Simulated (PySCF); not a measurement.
## GeO: script and output

Input:

```python
from pyscf import gto, scf

mol = gto.M(
    atom='Ge 0 0 0; O 0 0 1.672',
    basis='6-31g',
    charge=0,
    spin=0,
    symmetry=True,
    verbose=4,
)
mf = scf.UHF(mol)
mf.kernel()
mf.dip_moment()
print('orbital energies (hartree):', [e[max(0, n-3):n+3].round(4) for e, n in zip(mf.mo_energy, mol.nelec)])
```

```bash
$ OMP_NUM_THREADS=1 python input.py
```

The log (some set-up lines and the per-cycle HOMO/LUMO lines with their warnings removed):

```
PySCF version 2.14.0

[INPUT] Symbol           X                Y                Z      unit          X                Y                Z       unit  Magmom
[INPUT]  1 Ge     0.000000000000   0.000000000000   0.000000000000 AA    0.000000000000   0.000000000000   0.000000000000 Bohr   0.0
[INPUT]  2 O      0.000000000000   0.000000000000   1.672000000000 AA    0.000000000000   0.000000000000   3.159622080273 Bohr   0.0

nuclear repulsion = 81.022348083445
point group symmetry = Coov
symmetry origin: [0.         0.         0.63192442]
symmetry axis x: [1. 0. 0.]
symmetry axis y: [0. 1. 0.]
symmetry axis z: [0. 0. 1.]
num. orbitals of irrep A1 = 16
num. orbitals of irrep E1x = 8
num. orbitals of irrep E1y = 8
num. orbitals of irrep E2x = 2
num. orbitals of irrep E2y = 2
number of shells = 16
number of NR pGTOs = 112
number of NR cGTOs = 36
basis = 6-31g
ecp = {}

******** <class 'pyscf.scf.uhf_symm.SymAdaptedUHF'> ********
method = SymAdaptedUHF
initial guess = minao
damping factor = 0
level_shift factor = 0
DIIS = <class 'pyscf.scf.diis.CDIIS'>
SCF conv_tol = 1e-09
SCF max_cycles = 50
number electrons alpha = 20  beta = 20
Freeze 0 electrons in irreps []
    40 free electrons in irreps A1 E1x E1y E2x E2y
init E= -2148.90419823844
cycle= 1 E= -2149.65198744383  delta_E= -0.748  |g|= 0.59  |ddm|= 1.08
cycle= 2 E= -2149.33697583279  delta_E= 0.315  |g|= 1.05  |ddm|= 1.27
cycle= 3 E= -2149.8424709993  delta_E= -0.505  |g|= 0.0331  |ddm|= 0.779
cycle= 4 E= -2149.84316213374  delta_E= -0.000691  |g|= 0.0135  |ddm|= 0.0588
cycle= 5 E= -2149.84323195532  delta_E= -6.98e-05  |g|= 0.00317  |ddm|= 0.0153
cycle= 6 E= -2149.84324124314  delta_E= -9.29e-06  |g|= 0.0011  |ddm|= 0.00654
cycle= 7 E= -2149.84324260995  delta_E= -1.37e-06  |g|= 0.000429  |ddm|= 0.00226
cycle= 8 E= -2149.84324297351  delta_E= -3.64e-07  |g|= 7.2e-05  |ddm|= 0.00169
cycle= 9 E= -2149.84324298465  delta_E= -1.11e-08  |g|= 2.2e-05  |ddm|= 0.000268
cycle= 10 E= -2149.84324298615  delta_E= -1.5e-09  |g|= 2.01e-05  |ddm|= 4.71e-05
cycle= 11 E= -2149.84324298797  delta_E= -1.82e-09  |g|= 2.01e-05  |ddm|= 5.46e-05
cycle= 12 E= -2149.84324298859  delta_E= -6.18e-10  |g|= 2.02e-05  |ddm|= 1.85e-05
Extra cycle  E= -2149.84324298979  delta_E= -1.2e-09  |g|= 2.02e-05  |ddm|= 3.56e-05
converged SCF energy = -2149.84324298979  <S^2> = 7.3267329e-05  2S+1 = 1.0001465
Dipole moment(X, Y, Z, Debye):  0.00000,  0.00000, -4.44615
orbital energies (hartree): [array([-0.4351, -0.4351, -0.416 ,  0.0268,  0.0268,  0.1406]), array([-0.4373, -0.4373, -0.4162,  0.0267,  0.0267,  0.1407])]
```

In short: E(SCF) = -2149.843243 Eh, 12 cycles, μz(SCF) = -4.45 D.

Run time: 2.7 s on 1 thread of AMD EPYC 7R43 64-Core (shared host).

The bond length is a typed value, not an optimised one. No search for the lowest solution was made.
